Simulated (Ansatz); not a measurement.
Ansatz (an electronic-structure program) input (B3LYP/LANL2DZ): The .json file is the Basis Set Exchange's LANL2DZ.

Ansatz 0.2 input:
```yaml
crystal:
  periodic: [false, false, false]
  atoms:
    - {symbol: I, position_ang: [-0.00000000, -0.00000000, -1.66521061]}
    - {symbol: I, position_ang: [0.00000000, 0.00000000, 1.66521061]}
basis:
  gaussian:
    orbitals: LANL2DZ.json
hamiltonian:
  xc: {name: B3LYP}
total_charge: -1
magnetization: {spin_polarized: true, initial_magnetization: 1}
relax: {f_tol: 0.003, max_steps: 120}
```

Question: What final total energy does it give?

Answer: -22.88742 Eh.
